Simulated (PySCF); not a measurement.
Ru⁺: excitation energy

Ru⁺ [Kr] 4d7 (4F) → Ru⁺ [Kr] 4d6 5p1 (high-spin determinant), as a difference of total energies. Computed with PySCF 2.14 in aug-cc-pwCVTZ-PP with ECP28MDF, with a scalar-relativistic core potential. Correlated levels: valence: 4s2 4p6 frozen; valence and next inner shell: nothing frozen outside the core potential. The calculations carry no spin-orbit coupling.

| method | excitation energy (eV) |
| --- | --- |
| UHF | 4.691 |
| LDA | 5.627 |
| PBE | 5.593 |
| PBE0 | 5.582 |
| r2SCAN | 5.360 |
| BP86 | 5.675 |
| M06-L | 6.180 |
| wB97M-V | 5.836 |
| MP2 (valence) | 5.710 |
| SCS-MP2 (valence) | 6.140 |
| MP2 (valence and next inner shell) | 5.529 |
| SCS-MP2 (valence and next inner shell) | 5.769 |

Q: How much does correlation contribute at MP2 (valence and next inner shell)?

A: 5.529 − (4.691) = 0.838 eV, measured against UHF.

The determinant of the upper state mixes LS terms, which raises its energy above the lowest term, most at the Hartree-Fock and MP2 levels.
